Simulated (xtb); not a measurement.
C$_{5}$H$_{13}$AlO, charge +1, doublet, at a GFN2-xTB geometry of the parent state (such geometries of metal compounds can be far from the true shape) (a state made from the parent by changing its charge; the spin is typed, not shown lowest); xtb with GFN2-xTB.

The xtb input:
```
$ xtb mol.xyz --gfn 2 --chrg 1 --uhf 1 --json

# file mol.xyz
20

Al     0.75514463     0.19281173     1.26398557
C     -1.02656718    -0.28478633     2.43658849
H     -0.95638558    -1.36738803     2.46589890
H     -1.95237655     0.02441589     1.96536206
H     -0.92354537     0.13693308     3.42798529
C     -0.07994000     2.20347045     1.45896135
H      0.62461141     2.76590075     0.85476590
H     -0.03538247     2.51278945     2.49505334
H     -1.08286261     2.29369068     1.05789131
O      0.60861867    -0.36009541    -0.29904429
C      0.37426950    -0.77680375    -1.60864576
C      0.12575951     0.43350758    -2.50794583
C     -0.81366965    -1.73723137    -1.64909329
H      1.27192093    -1.30617866    -1.96488046
H     -0.76152008     0.96339275    -2.16834867
H     -0.01578771     0.11836922    -3.53882438
H      0.97475283     1.11122124    -2.45582948
H     -0.62460241    -2.58413830    -0.99350899
H     -1.70833104    -1.22437101    -1.30281581
H     -0.97543379    -2.09936565    -2.66139668
```

Output, abridged:

```
   ID    Z sym.   atoms
    1   13 Al     1
    2    6 C      2, 6, 11-13
    3    1 H      3-5, 7-9, 14-20
    4    8 O      10

           -------------------------------------------------
          |                Calculation Setup                |
           -------------------------------------------------

           -------------------------------------------------
          |                 G F N 2 - x T B                 |
           -------------------------------------------------

          ...................................................
          :                      SETUP                      :
          :.................................................:
          :  # basis functions                  47          :
          :  # atomic orbitals                  46          :
          :  # shells                           28          :
          :  # electrons                        41          :
          :  max. iterations                   250          :
          :  Hamiltonian                  GFN2-xTB          :
          :  restarted?                      false          :
          :  GBSA solvation                  false          :
          :  PC potential                    false          :
          :  electronic temp.          300.0000000     K    :
          :  accuracy                    1.0000000          :
          :  -> integral cutoff          0.2500000E+02      :
          :  -> integral neglect         0.1000000E-07      :
          :  -> SCF convergence          0.1000000E-05 Eh   :
          :  -> wf. convergence          0.1000000E-03 e    :
          :  Broyden damping             0.4000000          :
          :  net charge                          1          :
          :  unpaired electrons                  1          :
          ...................................................

 iter      E             dE          RMSdq      gap      omega  full diag
   1    -22.1574047 -0.221574E+02  0.738E+00    2.66       0.0  T
   2    -22.2675414 -0.110137E+00  0.363E+00    0.72       1.0  T
   3    -22.1100182  0.157523E+00  0.339E+00    1.26       1.0  T
   4    -22.1956726 -0.856544E-01  0.263E+00    0.55       1.0  T
   5    -22.2579189 -0.622463E-01  0.112E+00    0.96       1.0  T
   6    -22.2671616 -0.924263E-02  0.788E-01    0.96       1.0  T
   7    -22.2722264 -0.506481E-02  0.607E-01    1.09       1.0  T
   8    -22.2740819 -0.185555E-02  0.539E-01    1.10       1.0  T
   9    -22.2155588  0.585232E-01  0.134E+00    1.15       1.0  T
  10    -22.2751156 -0.595568E-01  0.306E-01    1.14       1.0  T
  11    -22.2752209 -0.105319E-03  0.302E-01    1.13       1.0  T
  12    -22.2765310 -0.131008E-02  0.206E-01    1.14       1.0  T
  13    -22.2764312  0.998180E-04  0.212E-01    1.14       1.0  T
  14    -22.2774735 -0.104228E-02  0.109E-01    1.15       1.0  T
  15    -22.2770131  0.460304E-03  0.158E-01    1.16       1.0  T
  16    -22.2775231 -0.509953E-03  0.101E-01    1.15       1.0  T
  17    -22.2778642 -0.341128E-03  0.711E-03    1.16       3.1  T
  18    -22.2778638  0.458223E-06  0.790E-03    1.16       2.8  T
  19    -22.2778658 -0.201023E-05  0.151E-03    1.16      14.8  T
  20    -22.2778656  0.147788E-06  0.256E-03    1.16       8.7  T
  21    -22.2778657 -0.868885E-07  0.199E-03    1.16      11.2  T
  22    -22.2778659 -0.134276E-06  0.106E-04    1.16     210.9  T
  23    -22.2778659 -0.339135E-09  0.238E-05    1.16     940.0  T

   *** convergence criteria satisfied after 23 iterations ***

         :::::::::::::::::::::::::::::::::::::::::::::::::::::
         ::                     SUMMARY                     ::
         :::::::::::::::::::::::::::::::::::::::::::::::::::::
         :: total energy             -21.996630405263 Eh    ::
         :: gradient norm              0.079742555901 Eh/a0 ::
         :: HOMO-LUMO gap              1.158580187530 eV    ::
         ::.................................................::
[...]

     #   Z          covCN         q      C6AA      α(0)
     1  13 Al       2.293     0.516   107.026    22.325
     2   6 C        3.551    -0.158    24.689     7.263
     3   1 H        0.925     0.125     1.575     1.963
     4   1 H        0.925     0.127     1.556     1.951
     5   1 H        0.925     0.131     1.526     1.932
     6   6 C        3.550    -0.158    24.689     7.263
     7   1 H        0.925     0.125     1.576     1.963
     8   1 H        0.925     0.131     1.527     1.933
     9   1 H        0.925     0.127     1.561     1.954
    10   8 O        1.587    -0.334    19.661     5.984
    11   6 C        3.732     0.127    18.595     6.155
    12   6 C        3.753    -0.131    23.085     6.852
    13   6 C        3.753    -0.132    23.089     6.852
    14   1 H        0.923     0.079     1.992     2.207
    15   1 H        0.925     0.065     2.136     2.286
    16   1 H        0.925     0.081     1.967     2.193
    17   1 H        0.925     0.067     2.124     2.279
    18   1 H        0.925     0.066     2.130     2.282
    19   1 H        0.925     0.065     2.139     2.287
    20   1 H        0.925     0.082     1.963     2.191

 Mol. C6AA /au·bohr⁶  :       3079.321223
 Mol. C8AA /au·bohr⁸  :      93090.558380
 Mol. α(0) /au        :         90.114051

Wiberg/Mayer (AO) data.
largest (>0.10) Wiberg bond orders for each atom

 ---------------------------------------------------------------------------
     #   Z sym  total        # sym  WBO       # sym  WBO       # sym  WBO
 ---------------------------------------------------------------------------
     1  13 Al   3.258 --    10 O    1.404     2 C    0.752     6 C    0.749
     2   6 C    3.758 --     4 H    0.947     5 H    0.932     3 H    0.928
                             1 Al   0.752     6 C    0.148
     3   1 H    0.982 --     2 C    0.928
     4   1 H    0.984 --     2 C    0.947
     5   1 H    0.981 --     2 C    0.932
     6   6 C    3.758 --     9 H    0.947     8 H    0.933     7 H    0.928
                             1 Al   0.749     2 C    0.148
     7   1 H    0.982 --     6 C    0.928
     8   1 H    0.981 --     6 C    0.933
     9   1 H    0.984 --     6 C    0.947
    10   8 O    2.433 --     1 Al   1.404    11 C    0.928
    11   6 C    3.888 --    13 C    0.992    12 C    0.991    10 O    0.928
                            14 H    0.924
    12   6 C    3.968 --    11 C    0.991    17 H    0.978    16 H    0.973
                            15 H    0.972
    13   6 C    3.968 --    11 C    0.992    18 H    0.979    20 H    0.973
                            19 H    0.973
    14   1 H    0.957 --    11 C    0.924
    15   1 H    0.982 --    12 C    0.972
    16   1 H    0.990 --    12 C    0.973
    17   1 H    0.993 --    12 C    0.978
    18   1 H    0.993 --    13 C    0.979
    19   1 H    0.982 --    13 C    0.973
    20   1 H    0.990 --    13 C    0.973
 ---------------------------------------------------------------------------

Topologies differ in total number of bonds
Writing topology from bond orders to xtbtopo.mol

molecular dipole:
                 x           y           z       tot (Debye)
 q only:       -0.326       0.807       1.775
   full:        0.108       0.764       2.095       5.674
molecular quadrupole (traceless):
                xx          xy          yy          xz          yz          zz
 q only:       -9.422       1.246      -2.193      -2.032       6.782      11.616
  q+dip:       -7.984       0.279      -3.622      -0.962       7.168      11.606
   full:       -7.575       1.086      -3.477       0.587       6.013      11.052

           -------------------------------------------------
          | TOTAL ENERGY              -21.996630405263 Eh   |
          | GRADIENT NORM               0.079742555901 Eh/α |
          | HOMO-LUMO GAP               1.158580187530 eV   |
           -------------------------------------------------

normal termination of xtb
```
